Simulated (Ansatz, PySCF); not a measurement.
Gas-phase reaction (SMILES): N[Si](F)(F)F + O (H2O) -> O[Si](F)(F)F + N (NH3); water cleaves one Si-N bond, a model of a ligand-exchange step.

Structures are relaxed separately at B3LYP-D3(BJ)/def2-TZVP in Ansatz (a quantum-chemistry and plane-wave program), one conformer each, not searched for the lowest. Valence correlation only, unless marked. No spin-orbit coupling. Non-relativistic. CBS(X,Y): correlation extrapolated as X^-3; Hartree-Fock from the larger set. Thermal terms are rigid-rotor harmonic-oscillator values from B3LYP-D3(BJ) frequencies (Ansatz or PySCF) at 298.15 K and 1 atm. 1 Eh = 627.5095 kcal/mol.

| species | E, CCSD(T)/CBS(cc-pV(T+d)Z,cc-pV(Q+d)Z) (Ansatz) (Eh) | E, B3LYP-D3(BJ)/def2-TZVPD (Ansatz + dftd3) (Eh) | H - E (Eh) |
|---|---|---|---|
| N[Si](F)(F)F | -644.60700 | -645.43262 | 0.04235 |
| O (H2O) | -76.37426 | -76.46738 | 0.02495 |
| O[Si](F)(F)F | -664.49289 | -665.32541 | 0.03005 |
| N (NH3) | -56.50369 | -56.58902 | 0.03799 |

Question: Work out ΔE and ΔH at 298.15 K at the first level, then ΔH at the second.

Answer: 
1. ΔE = [(-664.49289) + (-56.50369)] - [(-644.60700) + (-76.37426)] = -0.01532 Eh = -9.6 kcal/mol at CCSD(T)/CBS(cc-pV(T+d)Z,cc-pV(Q+d)Z).
2. The terms H - E add up to 0.00074 Eh, so ΔH = (-0.01532 + (0.00074))×627.5095 = -9.1 kcal/mol.
3. At B3LYP-D3(BJ)/def2-TZVPD the same steps give ΔE = -9.1 and ΔH = -8.6 kcal/mol, a shift of +0.5 from the first level.
4. These values are not checked against measurement here, since the tables used lack a sound gas-phase enthalpy of formation for at least one species.
